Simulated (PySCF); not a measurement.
C4H12O2Si, singlet, geometry from GFN2-xTB, atoms displaced at random by about 0.03 Å a coordinate; PBE/STO-3G, gradient (PySCF).

Input for PySCF:
```python
from pyscf import gto, scf, dft

mol = gto.M(
    atom='''
Si    1.63826402    0.22432629    0.15688824
O     2.95945285   -0.75066960    0.04092341
O     1.53093191    1.26256873   -1.07549617
C    -0.02693928   -0.73142221    0.12102001
C    -1.21021528    0.15542275    0.26041088
C    -2.53328256   -0.57265891    0.20846328
C    -3.78991980    0.27674522    0.33169041
H     1.94421289    0.87891697    1.38618917
H     2.98495805   -1.49943011   -0.69105234
H     2.20232248    1.84179883   -1.42752030
H    -0.11948454   -1.34361049   -0.85168081
H     0.01420675   -1.45770699    0.92748019
H    -1.16886904    0.75743110    1.18311500
H    -1.27047535    0.85335307   -0.53571382
H    -2.57461528   -1.09335873   -0.71707945
H    -2.53539270   -1.35401984    1.00354995
H    -3.82134845    0.95621294   -0.44603295
H    -3.73454440    0.84774041    1.28038637
H    -4.70725216   -0.28323652    0.31805012
''',
    basis='sto-3g',
    verbose=4,
)

mf = dft.RKS(mol)
mf.xc = 'pbe'
mf.conv_tol = 1e-11
mf.kernel()
g = mf.nuc_grad_method()
grad = g.kernel()
```

It wrote (shortened):

```
PySCF version 2.14.0

[INPUT] verbose = 4
[INPUT] num. atoms = 19
[INPUT] num. electrons = 66
[INPUT] charge = 0
[INPUT] spin (= nelec alpha-beta = 2S) = 0
[INPUT] symmetry False subgroup None
[INPUT] Mole.unit = angstrom
[INPUT] Symbol           X                Y                Z      unit          X                Y                Z       unit  Magmom
[...]
nuclear repulsion = 389.519124698203
number of shells = 35
number of NR pGTOs = 153
number of NR cGTOs = 51
basis = sto-3g
ecp = {}

******** <class 'pyscf.dft.rks.RKS'> ********
method = RKS
initial guess = minao
damping factor = 0
level_shift factor = 0
DIIS = <class 'pyscf.scf.diis.CDIIS'>
diis_start_cycle = 1
diis_space = 8
diis_damp = 0
SCF conv_tol = 1e-11
SCF conv_tol_grad = None
SCF max_cycles = 50
direct_scf = True
direct_scf_tol = 1e-13
XC library pyscf.dft.libxc version 7.1.2
    S. Lehtola, C. Steigemann, M. J. T. Oliveira, and M. A. L. Marques,  SoftwareX 7, 1–5 (2018)
XC functionals = pbe
    J. P. Perdew, K. Burke, and M. Ernzerhof,  Phys. Rev. Lett. 77, 3865 (1996)
    J. P. Perdew, K. Burke, and M. Ernzerhof,  Phys. Rev. Lett. 78, 1396 (1997)
    J. P. Perdew, K. Burke, and M. Ernzerhof,  Phys. Rev. Lett. 77, 3865 (1996)
    J. P. Perdew, K. Burke, and M. Ernzerhof,  Phys. Rev. Lett. 78, 1396 (1997)
radial grids:
    Treutler-Ahlrichs [JCP 102, 346 (1995); DOI:10.1063/1.469408] (M4) radial grids

becke partition: Becke, JCP 88, 2547 (1988); DOI:10.1063/1.454033
pruning grids: <function nwchem_prune>
grids dens level: 3
symmetrized grids: False
atomic radii adjust function: <function treutler_atomic_radii_adjust>
small_rho_cutoff = 0
Set gradient conv threshold to 3.16228e-06
Initial guess from minao.
tot grids = 221512
init E= -592.14495760171
[...]
cycle= 1 E= -591.453255711464  delta_E= 0.692  |g|= 0.831  |ddm|= 5.16
[...]
cycle= 2 E= -591.232140642881  delta_E= 0.221  |g|=  1.2  |ddm|= 3.03
[...]
cycle= 3 E= -591.692904865568  delta_E= -0.461  |g|= 0.133  |ddm|=    2
[...]
cycle= 4 E= -591.697706954953  delta_E= -0.0048  |g|= 0.069  |ddm|= 0.312
[...]
cycle= 5 E= -591.699112899093  delta_E= -0.00141  |g|= 0.0173  |ddm|= 0.121
[...]
cycle= 6 E= -591.699216946567  delta_E= -0.000104  |g|= 0.00475  |ddm|= 0.0338
[...]
cycle= 7 E= -591.699224570819  delta_E= -7.62e-06  |g|= 0.000704  |ddm|= 0.00825
[...]
cycle= 8 E= -591.699224731369  delta_E= -1.61e-07  |g|= 0.000183  |ddm|= 0.00126
[...]
cycle= 9 E= -591.699224742194  delta_E= -1.08e-08  |g|= 2.75e-05  |ddm|= 0.000269
[...]
cycle= 10 E= -591.699224742507  delta_E= -3.13e-10  |g|= 3.59e-06  |ddm|= 5.9e-05
[...]
cycle= 11 E= -591.69922474251  delta_E= -2.96e-12  |g|= 1.58e-06  |ddm|= 7.99e-06
[...]
Extra cycle  E= -591.699224742509  delta_E= 1.14e-12  |g|= 1.82e-06  |ddm|= 4.88e-06
converged SCF energy = -591.699224742509

******** <class 'pyscf.grad.rks.Gradients'> for <class 'pyscf.dft.rks.RKS'> ********
unit = Eh/Bohr
grid_response = False
--------------- RKS gradients ---------------
         x                y                z
0 Si     0.0149243931     0.0172405643     0.0032749546
1 O    -0.0489071700     0.0392582585     0.0030840524
2 O     0.0771856611     0.0136061059     0.0223484025
3 C    -0.0399535765     0.0235844197     0.0366732876
4 C     0.0224798805    -0.0243230930    -0.0260428353
5 C     0.0136356557     0.0337749796    -0.0344866142
6 C    -0.0163114083     0.0044651161    -0.0551579571
7 H     0.0010577695    -0.0077417327    -0.0202469178
8 H     0.0161087428    -0.0216743936    -0.0108801702
9 H    -0.0571009661    -0.0330225717     0.0075275782
10 H    -0.0047534042    -0.0168886174    -0.0245603786
11 H     0.0023687620     0.0117725774    -0.0127971167
12 H    -0.0024772346    -0.0013545049    -0.0063897078
13 H    -0.0079585959    -0.0305904282     0.0313064308
14 H     0.0016596150     0.0215832219     0.0339649539
15 H     0.0022231805    -0.0018181619     0.0023107903
16 H     0.0035682518    -0.0457391387     0.0493748998
17 H     0.0050325060     0.0000904318     0.0019425402
18 H     0.0172877860     0.0177675803    -0.0011250620
----------------------------------------------
```
